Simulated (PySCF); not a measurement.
[Ti(H)4], neutral singlet in the gas phase. 

Cartesian coordinates (Å):
```xyz
5

Ti     0.0001    -0.0001     0.0000
H      1.2230    -1.0885     0.4658
H     -0.8326     0.5429     1.3818
H      0.6989     1.3297    -0.8004
H     -1.0889    -0.7843    -1.0471
```
Charge 0, multiplicity 1.

All levels are single points at this geometry (BP86-D3(BJ)/def2-SVP); Pople sets use spherical d functions. Orbital energies aren't observables, and empty levels follow the basis.

M06-2X/6-31G* (LANL2DZ on Ti) in PySCF gives gap (eV) = 8.05.

Problem. Estimate the gap (eV) from each of these levels: TPSSh-D3(BJ)/def2-TZVP in PySCF; B3LYP/6-31G* (LANL2DZ on Ti) in PySCF; B3LYP/LANL2DZ in PySCF; PBE/6-31G* (LANL2DZ on Ti) in PySCF; HF/6-31G* (LANL2DZ on Ti) in PySCF.

Solution. 
```tsv
level	gap (eV)
TPSSh-D3(BJ)/def2-TZVP in PySCF	4.63
B3LYP/6-31G* (LANL2DZ on Ti) in PySCF	5.33
B3LYP/LANL2DZ in PySCF	5.34
PBE/6-31G* (LANL2DZ on Ti) in PySCF	3.12
HF/6-31G* (LANL2DZ on Ti) in PySCF	12.60
```
